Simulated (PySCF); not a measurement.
CH₂O, charge +1, doublet, at a GFN2-xTB geometry (a state made from the parent by changing its charge; the spin is typed, not shown lowest); PBE/def2-SVP run with PySCF.

The PySCF input:
```python
from pyscf import gto, scf, dft

mol = gto.M(
    atom='''
O    -0.03282624    0.01563423    0.66000056
C     0.02426403   -0.01155629   -0.48784984
H     0.03481101    0.87705073   -1.19906748
H     0.08221469   -0.93278685   -1.15383796
''',
    basis='def2-svp',
    charge=1,
    spin=1,
    verbose=4,
)

mf = dft.UKS(mol)
mf.xc = 'pbe'
mf.kernel()
```

What the program printed (banner, timings and long lists left out):

```
PySCF version 2.14.0

[INPUT] verbose = 4
[INPUT] num. atoms = 4
[INPUT] num. electrons = 15
[INPUT] charge = 1
[INPUT] spin (= nelec alpha-beta = 2S) = 1
[INPUT] symmetry False subgroup None
[INPUT] Mole.unit = angstrom
[INPUT] Symbol           X                Y                Z      unit          X                Y                Z       unit  Magmom
[INPUT]  1 O     -0.032826240000   0.015634230000   0.660000560000 AA   -0.062032603299   0.029544412868   1.247220300460 Bohr   0.0
[INPUT]  2 C      0.024264030000  -0.011556290000  -0.487849840000 AA    0.045852371378  -0.021838223116  -0.921902587513 Bohr   0.0
[INPUT]  3 H      0.034811010000   0.877050730000  -1.199067480000 AA    0.065783275019   1.657385677050  -2.265909142072 Bohr   0.0
[INPUT]  4 H      0.082214690000  -0.932786850000  -1.153837960000 AA    0.155363247516  -1.762711679096  -2.180437736527 Bohr   0.0

nuclear repulsion = 32.0964531227929
number of shells = 18
number of NR pGTOs = 62
number of NR cGTOs = 38
basis = def2-svp
ecp = {}

******** <class 'pyscf.dft.uks.UKS'> ********
method = UKS
initial guess = minao
damping factor = 0
level_shift factor = 0
DIIS = <class 'pyscf.scf.diis.CDIIS'>
diis_start_cycle = 1
diis_space = 8
diis_damp = 0
SCF conv_tol = 1e-09
SCF conv_tol_grad = None
SCF max_cycles = 50
direct_scf = True
direct_scf_tol = 1e-13
number electrons alpha = 8  beta = 7
XC library pyscf.dft.libxc version 7.1.2
    S. Lehtola, C. Steigemann, M. J. T. Oliveira, and M. A. L. Marques,  SoftwareX 7, 1–5 (2018)
XC functionals = pbe
    J. P. Perdew, K. Burke, and M. Ernzerhof,  Phys. Rev. Lett. 77, 3865 (1996)
    J. P. Perdew, K. Burke, and M. Ernzerhof,  Phys. Rev. Lett. 78, 1396 (1997)
    J. P. Perdew, K. Burke, and M. Ernzerhof,  Phys. Rev. Lett. 77, 3865 (1996)
    J. P. Perdew, K. Burke, and M. Ernzerhof,  Phys. Rev. Lett. 78, 1396 (1997)
radial grids:
    Treutler-Ahlrichs [JCP 102, 346 (1995); DOI:10.1063/1.469408] (M4) radial grids

becke partition: Becke, JCP 88, 2547 (1988); DOI:10.1063/1.454033
pruning grids: <function nwchem_prune>
grids dens level: 3
symmetrized grids: False
atomic radii adjust function: <function treutler_atomic_radii_adjust>
small_rho_cutoff = 0
Set gradient conv threshold to 3.16228e-05
tot grids = 47816
init E= -114.450088797732

cycle= 1 E= -113.817093927833  delta_E= 0.633  |g|= 0.384  |ddm|= 1.45
cycle= 2 E= -113.225698528609  delta_E= 0.591  |g|= 1.22  |ddm|= 0.954
cycle= 3 E= -113.888202326645  delta_E= -0.663  |g|= 0.0434  |ddm|= 0.726
cycle= 4 E= -113.888954111699  delta_E= -0.000752  |g|= 0.0223  |ddm|= 0.0463
cycle= 5 E= -113.889181835939  delta_E= -0.000228  |g|= 0.00453  |ddm|= 0.0199
cycle= 6 E= -113.88919540534  delta_E= -1.36e-05  |g|= 0.00214  |ddm|= 0.00576
cycle= 7 E= -113.88919858767  delta_E= -3.18e-06  |g|= 0.000439  |ddm|= 0.00267
cycle= 8 E= -113.889198739528  delta_E= -1.52e-07  |g|= 3.39e-05  |ddm|= 0.000593
cycle= 9 E= -113.889198741393  delta_E= -1.87e-09  |g|= 4.35e-06  |ddm|= 8.88e-05
cycle= 10 E= -113.889198741406  delta_E= -1.32e-11  |g|= 3.56e-07  |ddm|= 5.71e-06
Extra cycle  E= -113.889198741406  delta_E= 5.68e-14  |g|= 5.92e-07  |ddm|= 6.34e-07
converged SCF energy = -113.889198741406  <S^2> = 0.75461965  2S+1 = 2.0046143
```
